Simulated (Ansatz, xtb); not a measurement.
**C6H9OP: which of two isomers lies lower**

Structure X: `CC1=C[PH](=O)C=C1C`, a singlet. Structure Y: `CCC1=PC=C(C)O1`, a singlet. Both are isolated molecules in the gas phase, relaxed with r2SCAN-D4/def2-SVP; the shapes shown needn't be the lowest conformers.

X (Å):

| atom | x (Å) | y (Å) | z (Å) |
| --- | --- | --- | --- |
| C | -1.7807 | 0.0870 | -2.2745 |
| C | -1.4120 | -0.4981 | -0.9488 |
| C | -0.9912 | 0.2037 | 0.1290 |
| C | -1.1333 | -2.3705 | 0.5240 |
| C | -1.4936 | -1.9820 | -0.7212 |
| C | -1.9445 | -2.8935 | -1.8175 |
| O | -1.1654 | -0.6873 | 2.8704 |
| P | -0.6199 | -0.9285 | 1.4955 |
| H | -1.1511 | -0.3255 | -3.0809 |
| H | -2.8243 | -0.1550 | -2.5376 |
| H | -1.6697 | 1.1797 | -2.2742 |
| H | -0.8712 | 1.2889 | 0.1607 |
| H | 0.8127 | -1.0187 | 1.4230 |
| H | -1.1303 | -3.4029 | 0.8806 |
| H | -2.9593 | -2.6294 | -2.1599 |
| H | -1.2860 | -2.8124 | -2.6988 |
| H | -1.9534 | -3.9412 | -1.4881 |

Y (Å):

```xyz
17

C    -1.9238    1.3470   -0.9617
C    -2.0263    0.4558    0.2802
C    -1.2654   -0.8196    0.1507
C    -0.9579   -2.7728   -0.9532
C    -1.3879   -3.6954   -2.0362
C     0.0426   -2.8623   -0.0303
O    -1.6900   -1.6286   -0.8538
P     0.0811   -1.4303    1.0355
H    -2.2978    0.8181   -1.8515
H    -2.5160    2.2663   -0.8353
H    -0.8776    1.6329   -1.1520
H    -1.6516    0.9867    1.1697
H    -3.0890    0.2198    0.4785
H    -0.7418   -4.5825   -2.0551
H    -1.3363   -3.2026   -3.0211
H    -2.4300   -4.0239   -1.8881
H     0.7189   -3.7168    0.0255
```

Quicker runs give these differences E(Y) − E(X): GFN2-xTB +51.8 kJ/mol; HF/STO-3G −439.6 kJ/mol (at GFN2-xTB geometries); r2SCAN-D4/def2-SVP//GFN2-xTB −44.4 kJ/mol.

Q: Estimate E(Y) − E(X) at the level CCSD(T)/def2-SVP + ΔMP2/def2-TZVPP.

A: Not settled: CCSD(T)/def2-SVP + ΔMP2/def2-TZVPP gives E(Y) − E(X) = +31.3 kJ/mol, but this leans on the basis-set step: CCSD(T) alone gives −47.8 kJ/mol.

How the difference moves with the method:

```csv
level,geometry,E(Y) − E(X) (kJ/mol),departure from the last row (kJ/mol),"job, with rough time for the two"
GFN2-xTB,GFN2-xTB,+51.8,+20.5,"optimisation, 0.24 s"
HF/STO-3G,GFN2-xTB,−439.6,−470.9,"single point, 1.4 s"
r2SCAN-D4/def2-SVP//GFN2-xTB,GFN2-xTB,−44.4,−75.8,"single point, 7.5 s"
r2SCAN-D4/def2-SVP,r2SCAN-D4/def2-SVP,−41.4,−72.8,"optimisation, 84 s"
HF/def2-SVP,r2SCAN-D4/def2-SVP,−17.5,−48.9,part of the CCSD(T) run
MP2/def2-SVP,r2SCAN-D4/def2-SVP,−48.1,−79.4,part of the CCSD(T) run
CCSD(T)/def2-SVP,r2SCAN-D4/def2-SVP,−47.8,−79.1,single point
CCSD(T)/def2-SVP + ΔMP2/def2-TZVPP,r2SCAN-D4/def2-SVP,+31.3,,"single point, 3.7 min"
```

As drawn, Y has 2 C–O, 1 C=P, 1 C–H in place of 1 C=C, 1 C–P, 1 O=P, 1 P–H.

HF/STO-3G, r2SCAN-D4/def2-SVP//GFN2-xTB, r2SCAN-D4/def2-SVP, HF/def2-SVP, MP2/def2-SVP, CCSD(T)/def2-SVP put the two in the other order. The largest departure from CCSD(T)/def2-SVP + ΔMP2/def2-TZVPP is that of HF/STO-3G, 470.9 kJ/mol. The last row adds to CCSD(T) the change of the MP2 difference between the two basis sets, here +79.1 kJ/mol, a large step that makes the value less sure.

With thermal terms from frequencies at re-optimised GFN2-xTB minima (ideal gas, soft modes damped towards free rotors, one conformer each, 298.15 K, 1 atm): the zero-point term adds +9.3 kJ/mol; ΔH is +41.0 and ΔG +38.6 kJ/mol.

The correlated steps freeze 12 core orbitals. Run with Ansatz 0.2.0, xtb 6.7.1; the last row on 2 threads of Intel(R) Xeon(R) Processor @ 2.70GHz on a shared host.
